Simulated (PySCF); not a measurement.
## How methods differ on the ionisation energy of Zr²⁷⁺

Zr²⁷⁺ [Ne] 3s2 3p1 (2P) → Zr²⁸⁺ [Ne] 3s2 (1S), as a difference of total energies. Computed with PySCF 2.14 in an uncontracted even-tempered set (18 s from 3.1 bohr⁻², ratio 2.5; 12 p from 4.1 bohr⁻², ratio 2.5; 5 d from 18 bohr⁻², ratio 2.7; 4 f from 27 bohr⁻², ratio 2.7), with the spin-free X2C one-electron Hamiltonian (Gaussian nucleus). Correlated levels: outer shells: 1s2 frozen; virtual orbitals above 40 to 60 times the deepest correlated orbital energy dropped. The calculations carry no spin-orbit coupling.

```
                method  ionisation energy (eV)
                   UHF                  1390.0
                   LDA                  1391.6
                   PBE                  1392.1
                  PBE0                  1391.9
                r2SCAN                  1391.9
                revPBE                  1392.1
                 B3LYP                  1392.5
    MP2 (outer shells)                  1390.5
SCS-MP2 (outer shells)                  1390.4
```

A first-order spin-orbit estimate (lowest level to lowest level, LS coupling) adds 12.937 eV.

Breit and QED terms and the two-electron picture change are absent.

For comparison: 1392 ± 7 eV (semi-empirical (NIST evaluation); NIST Atomic Spectra Database, ionization energies).
